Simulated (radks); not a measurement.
All-electron atom: Sr XIV in [Ar] 3d7.

All-electron calculation, non-relativistic Kohn-Sham, TPSS, spin-polarised, spherical densities, point nucleus; open shells are filled with parallel spins first (spin-orbit coupling, left out, can overturn this in heavy ions); meta-GGA in the generalised Kohn-Sham scheme; relativity is left out, which matters for an element this heavy. Program: a radial shooting solver on a logarithmic mesh with Libxc functionals.

Energy parts (hartree):
| part | energy |
|---|---|
| total | -3062.15089 |
| kinetic | 3060.95916 |
| electron-nucleus | -6994.28659 |
| Hartree | 964.32186 |
| exchange-correlation | -93.14533 |

Orbitals (lengths in bohr, moments of r in powers of bohr; <r^-3> diverges for s and p1/2):
orbital  occ.  eigenvalue (hartree)      <r>  <r^-3>
1s up       1             -587.0363  0.04017       -
1s down     1             -587.0362  0.04017       -
2s up       1             -89.19759   0.1766       -
2s down     1             -89.04339   0.1764       -
2p up       3             -82.32644   0.1520    1661
2p down     3             -82.20654   0.1518    1665
3s up       1             -23.15117   0.4829       -
3s down     1             -22.91656   0.4845       -
3p up       3             -20.63313   0.4772   283.7
3p down     3             -20.39123   0.4792   280.1
3d up       5             -16.19353   0.4493   41.52
3d down     2             -15.92317   0.4524   41.10

The highest occupied level is 3d down at -433.29 eV. The spin density at the nucleus is -1.391 e/bohr^3 (1s -0.064, 2s -4.824, 3s 3.497). For comparison, the ionisation energy in NIST's Atomic Spectra Database is 454 eV (theoretical). In exact Kohn-Sham theory the highest level is minus the ionisation energy, but local and semilocal functionals leave it too shallow, through self-interaction and a potential that decays too fast; potentials with the right tail come closer. The electron density at the nucleus is 3.805e+04 e/bohr^3. Summed over all electrons, <r^2> = 4.052 bohr^2, which gives a Langevin (diamagnetic) susceptibility term of -3.21 x 10^-6 cm^3/mol. Spin moment in Bohr magnetons: 3. Virial ratio -V/T = 2.00039. The density falls to 0.001 e/bohr^3 at r = 1.46 bohr.
